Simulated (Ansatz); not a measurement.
`C[NH][GeH2][Cl]` → `[CH3]`• + `[NH][GeH2][Cl]`•  (homolysis of the C–N bond)

Calculated with Ansatz (gas phase, PBE0-D4/def2-TZVP geometries, no zero-point term in ΔE). CCSD(T)/CBS is the MP2 limit (def2-TZVPP, def2-QZVPP) plus CCSD(T) − MP2 in def2-TZVPP, frozen cores. This one scheme is used for every species. DFT in def2-TZVPP. B3LYP here is the variant with VWN-RPA as its local correlation; programs differ in this. No spin–orbit coupling; open shells (•) take unrestricted orbitals. For Ge outer-core shells are correlated without core-valence functions, which leaves a few kJ/mol of doubt a bond. Scalar relativity is left out up to krypton. Each species was taken in one conformer, which may not be the lowest.

| level | ΔE (eV) | difference from CCSD(T)/CBS |
| --- | --- | --- |
| B3LYP-D4 | 3.90 | -0.26 |
| r2SCANh-D4 | 3.74 | -0.42 |
| ωB97X-V | 4.13 | -0.03 |
| ωB97M-V | 4.13 | -0.03 |
| B2PLYP | 3.95 | -0.21 |
| PBE | 4.02 | -0.14 |
| BHLYP | 3.68 | -0.48 |
| HF/def2-QZVPP | 2.56 | -1.60 |
| MP2/def2-QZVPP | 4.43 | 0.27 |
| HF/CBS(def2) | 2.56 | -1.60 |
| CCSD(T)/CBS | 4.16 | 0 |

Largest T1 diagnostic among the species: 0.012.

At CCSD(T), def2-SVP lies −0.08 eV from the extrapolated value and def2-TZVPP −0.13 eV. Leaving LDA and LC-ωPBE aside and taking each functional with its dispersion term where it has one, the values, not all of them listed here, spread over 0.40 eV, from r2SCAN0-D4 to ωB97M-V. LDA lies +0.96 eV from PBE without D4, its usual overbinding. From PBE to PBE0 (25 % exact exchange), in def2-TZVPP and without D4, ΔE moves by −0.05 eV: exact exchange takes away binding that semilocal exchange gives to molecules.
